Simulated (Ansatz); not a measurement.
The same molecule with X = B, Al, Ga, In. Ansatz, PBE0-D4/def2-TZVP geometries, multiplicity 1. Each molecule was computed in one conformer, which needn't be the lowest.

Elements past krypton have def2 core potentials. Scalar relativity is left out up to krypton.

```tsv
X	molecule	mean X–N bond length / Å	HOMO–LUMO gap (B3LYP/def2-TZVPP) / eV	HOMO energy (ωB97M-V/def2-TZVPP) / eV	LUMO energy (PBE0/def2-TZVPP) / eV
B	`NB(N)N`	1.426	6.83	-8.96	0.88
Al	`[NH2][Al]([NH2])[NH2]`	1.771	6.46	-9.14	0.30
Ga	`[NH2][Ga]([NH2])[NH2]`	1.825	6.33	-9.16	0.18
```

(1) Give the row for X = In, `[NH2][In]([NH2])[NH2]`. (Estimate.)

Answers

(1) Computed: 
| X | molecule | mean X–N bond length / Å | HOMO–LUMO gap (B3LYP/def2-TZVPP) / eV | HOMO energy (ωB97M-V/def2-TZVPP) / eV | LUMO energy (PBE0/def2-TZVPP) / eV |
| --- | --- | --- | --- | --- | --- |
| In | `[NH2][In]([NH2])[NH2]` | 2.026 | 5.54 | -9.13 | -0.63 |

From B to In the mean X–N bond length rises at each step, by 0.600 Å in all; the HOMO–LUMO gap (B3LYP/def2-TZVPP) falls at each step, by 1.29 eV in all; the HOMO energy (ωB97M-V/def2-TZVPP) isn't monotonic: highest at B, lowest at Ga; the LUMO energy (PBE0/def2-TZVPP) falls at each step, by 1.51 eV in all. Bonds lengthen as the atom grows down the group.

B3LYP here is the variant with VWN-RPA as its local correlation; programs differ in this.
